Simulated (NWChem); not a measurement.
Molecule: C2H3AgO; SMILES [O+]#[C-]->[Ag][CH3]

def2 effective core potentials on Ag; no spin-orbit coupling.

Give the equilibrium geometry at PBE0/def2-SVP with def2 effective core potentials on Ag (NWChem) as a list of bonds and angles, with the point group.

point group C3v; any orientation.
Bond lengths (Å): Ag1–C2 2.077, Ag1–C7 2.048, C2–H3 1.102, C2–H4 1.102, C2–H5 1.102, O6–C7 1.127. Bond angles (°): C2–Ag1–C7 180.0, Ag1–C2–H3 111.0, Ag1–C2–H4 111.0, Ag1–C2–H5 111.0, H3–C2–H4 107.9, H3–C2–H5 107.9, H4–C2–H5 107.9, Ag1–C7–O6 180.0.
